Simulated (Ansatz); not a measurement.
`F[C@H](Cl)[Si@@H]1CO1` → 2 C• + Cl• + F• + 4 H• + O• + Si•  (atomization)

Gas-phase electronic energies from Ansatz, PBE0-D4/def2-TZVP geometries. CCSD(T)/CBS adds triple-zeta CCSD(T) − MP2 to the extrapolated MP2 energy (def2 sets, frozen cores). This one scheme is used for every species, atoms too. DFT in def2-TZVPP. No spin–orbit coupling; open shells (•) take unrestricted orbitals. Spin–orbit coupling would lower the free atoms: a little for C, Cl, F, O, Si. Each species was taken in one conformer, which may not be the lowest.

`F[C@H](Cl)[Si@@H]1CO1`:

```xyz
10

F     2.452   -0.493    0.666
C     1.265    0.159    0.892
Cl    0.424   -0.587    2.259
Si    0.187    0.099   -0.674
C    -1.608    0.009   -0.583
O    -0.810   -1.202   -0.873
H     1.505    1.180    1.199
H     0.953    0.577   -1.843
H    -2.242    0.307   -1.415
H    -2.125   -0.050    0.372
```

| level | ΔE (kcal/mol) |
| --- | --- |
| PBE-D4 | 898.0 |
| B97M-V | 872.0 |
| r2SCANh-D4 | 866.1 |
| CAM-B3LYP-D4 | 869.6 |
| ωB97X-V | 873.5 |
| MP2/def2-SVP | 825.6 |
| CCSD/def2-SVP | 792.5 |
| CCSD/def2-TZVPP | 823.2 |

Q: What does CCSD(T)/CBS give? (Estimate.)

A: Computed: +868.9 kcal/mol. The listed levels differ from it by 29.1, 3.1, -2.8, 0.7, 4.6, -43.3, -76.4, -45.7 kcal/mol.

Largest T1 diagnostic among the species: 0.013.

The D4 term adds +9.3 kcal/mol with B3LYP and +4.9 kcal/mol with PBE0; it sums over pairs of atoms, weighted by their polarisabilities, and B3LYP, whose exchange is more repulsive, gets the larger term. In def2-TZVPP, CCSD(T) changes the Hartree–Fock value by +245.8 kcal/mol (the triples alone add +18.2 kcal/mol) and MP2 by +272.7 kcal/mol; breaking electron pairs costs correlation energy, which Hartree–Fock lacks.

B3LYP here is the variant with VWN-RPA as its local correlation; programs differ in this.

For atomizations the MP2-based limit and the directly extrapolated one differ by several kJ/mol either way, and by 10 to 25 for some Ge, Se and Sn compounds, so smaller differences from it don't rank the levels.
